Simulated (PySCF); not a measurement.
Worked example: chemical shift, span and skew from a shielding tensor

C3H4BNO2, SMILES O=C1CB(O)C=N1. Atoms are numbered in the order given.

```xyz
11

O      0.4276    -2.3907     0.0000
C      0.1460    -1.2280     0.0000
C      1.1185    -0.0533     0.0000
B      0.1443     1.1714     0.0000
O      0.4642     2.4749     0.0000
C     -1.2951     0.4882     0.0000
N     -1.2350    -0.7951     0.0000
H      1.7809    -0.1148     0.8788
H      1.7809    -0.1148    -0.8788
H     -0.2955     3.0677     0.0000
H     -2.2937     0.9546     0.0000
```
Charge 0, spin multiplicity 1.

The structure is a stationary point at PBE0-D3(BJ)/def2-SVP. This is a generated structure with no PubChem entry under its InChIKey; it may be hypothetical. Other conformers were not sampled.

GIAO shieldings from B3LYP/pcSseg-1 (PySCF), non-relativistic, no solvent. The symmetric part of the tensor of C3 has the principal values 148.0, 158.4, 169.3 ppm. The same nucleus in TMS has σ = 181.3 ppm at this level (PySCF, at its B3LYP-D3(BJ)/def2-TZVP geometry).

Problem. Work out the isotropic shielding, the ¹³C shift against TMS, the span and the skew.

Solution. 
σ(iso) = (σ11 + σ22 + σ33)/3 = 158.6 ppm. δ = σ(ref) − σ(iso) = 181.3 − (158.6) = 22.7 ppm.
Span Ω = σ33 − σ11 = 21.3 ppm. Skew κ = 3(σ(iso) − σ22)/Ω = 0.02. Tumbling in solution averages the tensor to δ; in a static solid the shielding alone would spread this spin-1/2 line over Ω.
